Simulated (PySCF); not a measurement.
Gas-phase reaction: 2 GeH2 + 2 HF ⇌ GeH2F2 + GeH4. Level: ωB97X-V/def2-TZVP†; standard pressure 1 bar.

Energies from PySCF, thermal terms from the rigid-rotor harmonic-oscillator model, ideal gas at 1 bar. † marks an energy on the PBE0/def2-TZVP geometry and frequencies. All species are closed-shell singlets. Ge: all electrons, no relativistic terms. GeH2, GeH2F2: computed as isolated molecules; such fragments, hydroxides, amides, oligomers or adducts are transient or little studied in the gas. The harmonic model lacks anharmonicity and excited electronic states, which grow with temperature; levels with a mode under 35 cm⁻¹ are left out.

```json
[
 {"T (K)": "800", "1000/T (1/K)": "1.2500", "log10 K": "16.35"},
 {"T (K)": "1000", "1000/T (1/K)": "1.0000", "log10 K": "10.02"},
 {"T (K)": "1200", "1000/T (1/K)": "0.8333", "log10 K": "5.84"},
 {"T (K)": "1400", "1000/T (1/K)": "0.7143", "log10 K": "?"},
 {"T (K)": "1600", "1000/T (1/K)": "0.6250", "log10 K": "0.69"},
 {"T (K)": "1800", "1000/T (1/K)": "0.5556", "log10 K": "-1.00"}
]
```

Question: Fit log10 K = a + b·(1000/T) to the five rows, get the mean ΔH° and ΔS°, and predict log10 K at 1400 K.

Answer: Means: 1000/T = 0.8528, log10 K = 6.380. Sums of products about the means: Sxy = 7.99594, Sxx = 0.320037, so b = Sxy/Sxx = 24.98 and a = 6.380 − (24.98)×0.8528 = -14.92.
ΔH° = −R ln 10 × 1000 K × b = −19.145 × (24.98) = -478 kJ; ΔS° = R ln 10 × a = -286 J/K. The run's own values go from -486 kJ and -295 J/K at 800 K to -462 kJ and -276 J/K at 1800 K.
Prediction at 1400 K: -14.92 + (24.98)×0.7143 = 2.92. The computed value is 2.88, 0.04 from the line.
For scale, ΔH°(298 K) is -487 kJ at this level, -452 kJ at ωB97M-V/def2-TZVP†, and runs from -516 to -394 kJ over the 20 levels computed.
